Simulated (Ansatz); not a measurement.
Mulliken charges of H$_{2}$InO (`[OH][InH]`) radical from B3LYP/def2-TZVPP in Ansatz (PBE0-D4/def2-TZVP geometry).

| atom | x (Å) | y (Å) | z (Å) | charge (e) |
| --- | --- | --- | --- | --- |
| O1 | -0.298 | -1.021 | 0.295 | -0.516 |
| In2 | 0.564 | 0.747 | -0.088 | 0.483 |
| H3 | 0.237 | -1.629 | 0.809 | 0.170 |
| H4 | -0.447 | 1.843 | -1.036 | -0.137 |

Task: By hand: the dipole of these point charges (1 e Å = 4.8032 D).

Result: Σ q r = (0.528, 0.358, 0.085) e Å, of length 0.644 e Å = 3.09 D.

Task: How does the dipole of the full density compare? (Estimate.)

Result: Computed: (0.385, 0.136, 0.117) e Å, 2.04 D; the point charges give 1.51 times that, at 17° from its direction.

Point charges leave out the atoms' own dipoles, such as those of lone pairs, and Mulliken's split depends on the basis, so the two needn't agree.

B3LYP here is the variant with VWN-RPA as its local correlation; programs differ in this.
